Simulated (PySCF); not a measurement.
# Predicted spectroscopic data

[PySCF 2.14.0 with density-fitted response routines: shieldings: GIAO PBE0/pcSseg-1; geometry from GFN2-xTB; relativity neglected; equivalent nuclei averaged; a single conformation; isolated molecule]

Shifts are taken against calculated references (same method and geometry level): $^{1}$H and $^{13}$C against TMS. Where no couplings were computed, multiplicities follow the n + 1 count of equivalent neighbours, and m marks all less simple cases (inequivalent or close neighbours, rings, F or P nearby). Shifts are as computed. Against solution values, carbons near 30 ppm lie about +3 ppm off and those near 130 ppm about +5 ppm. Of 1211 compounds with measured shifts, 218 miss one by over three times the rms of a fit or turn the order of signals round; such compounds aren't used in these exercises.

Compound 1 (C₇H₈N₄). $^{1}$H NMR (400 MHz, computed): δ 4.19 (s, 3H), 2.18 (m, 1H), 1.22 (m, 2H), 1.07 (m, 2H). $^{13}$C{$^{1}$H} NMR (computed): δ 167.0 (C), 124.8 (C), 117.6 (C), 41.9 (CH3), 15.2 (CH2), 9.7 (CH). Structure: `InChI=1S/C7H8N4/c1-11-9-6(4-8)7(10-11)5-2-3-5/h5H,2-3H2,1H3`.

Compound 2 (C₉H₇N). $^{1}$H NMR (400 MHz, computed): δ 7.93 (m, 2H), 7.79 (m, 2H), 6.89 (m, 1H), 6.44 (m, 1H), 5.87 (m, 1H). $^{13}$C{$^{1}$H} NMR (computed): δ 145.2, 143.6, 140.2, 132.0, 124.5, 123.5, 116.5. Structure: SMILES C=Cc1ccc(C#N)cc1.
